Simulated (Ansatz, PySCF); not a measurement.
CH3AlF2, SMILES [Al]([CH3])([F])[F] (connectivity only; charge and spin as stated), charge +1, multiplicity 2. Atoms are numbered in the order given.

```xyz
7

Al     0.2091     0.1668    -0.0468
C     -1.5269    -1.1826     0.0150
H     -1.1211    -1.6987    -0.8749
H     -2.3506    -0.4694    -0.1312
H     -1.3875    -1.6570     0.9968
F     -0.2396     1.4090    -1.0015
F      1.3501    -0.5514     0.8686
```
Charge +1, spin multiplicity 2.

The structure is a stationary point at TPSSh-D3(BJ)/def2-SVP. The multiplicity is an assumed one; other spin states were not compared. The isomer is the one that the SMILES or the coordinates give; other isomers of the formula were not compared.

Two levels are set side by side: PBE-D3(BJ)/def2-SVP (Ansatz, a quantum-chemistry and plane-wave program) and TPSSh-D3(BJ)/def2-SVP (PySCF). Each level has its own optimised geometry; the coordinates shown are those of the second. Frequencies come from the Hessian of PySCF at each geometry. Differences are taken from unrounded values.

```csv
quantity,TPSSh-D3(BJ),PBE-D3(BJ),PBE-D3(BJ) minus TPSSh-D3(BJ)
mean bond length (Å),1.461,1.466,0.005
bond Al1–C2 (Å),2.200,2.185,-0.015
bond Al1–F6 (Å),1.630,1.641,0.011
bond Al1–F7 (Å),1.630,1.641,0.011
bond C2–H3 (Å),1.106,1.113,0.007
bond C2–H4 (Å),1.099,1.108,0.009
bond C2–H5 (Å),1.099,1.108,0.009
highest harmonic wavenumber (cm⁻¹),3230,3157,-73
mean harmonic wavenumber (cm⁻¹),1098,1067,-32
zero-point energy (kcal/mol),23.55,22.88,-0.68
```

Exact exchange shortens and stiffens bonds; PBE has none. Differences between two approximate levels are no errors against the true value.
